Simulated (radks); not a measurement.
Values are calculated unless marked as measured or tabulated.
The promethium anion Pm- inside a hard spherical wall (all orbitals vanish at R), configuration held at [Xe] 4f6 6s2 and not refilled when levels cross. Level of theory: scalar-relativistic Kohn-Sham, LDA (Slater exchange, VWN5 correlation), spin-polarised, spherical densities, finite nucleus; open shells are filled with parallel spins first (spin-orbit coupling, left out, can overturn this in heavy ions); Fermi nuclear charge, rms radius 4.962 fm (a radial shooting solver on a logarithmic mesh with Libxc functionals). Eigenvalues in eV for spin up, with the zero of energy where the potential of the charges vanishes at infinity; a dash marks a level that is unbound or too diffuse for the functional's potential to be trusted. A positive occupied level is held by the wall or, in an anion where self-interaction has pushed it up, behind a barrier. The pressure on the wall is -dE/dV.

\begin{tabular}{lrrrrrrrrr}
R (bohr) & E (hartree) & kinetic (hartree) & e(5s) & e(5p) & e(6s) & e(6p, empty) & e(5d, empty) & e(4f) & pressure (GPa) \\ \hline
12 & -10013.0405 & 10676.002 & -35.457 & -16.441 & 0.667 & - & - & 4.606 & 0.114 \\
10 & -10013.0194 & 10676.048 & -34.354 & -15.385 & 1.321 & - & - & 5.746 & 0.371 \\
7 & -10012.8974 & 10676.395 & -31.254 & -12.430 & 4.011 & 7.226 & 6.529 & 8.959 & 4.32 \\
6 & -10012.7639 & 10676.784 & -29.415 & -10.708 & 6.378 & 10.640 & 8.463 & 10.924 & 12.5 \\
5 & -10012.4539 & 10677.751 & -26.615 & -8.113 & 11.196 & 17.390 & 11.745 & 14.024 & 45.2 \\
2.5 & -10001.8502 & 10712.547 & 8.010 & 29.341 & 114.49 & 138.36 & 62.688 & 54.603 & 7060 \\
\end{tabular}
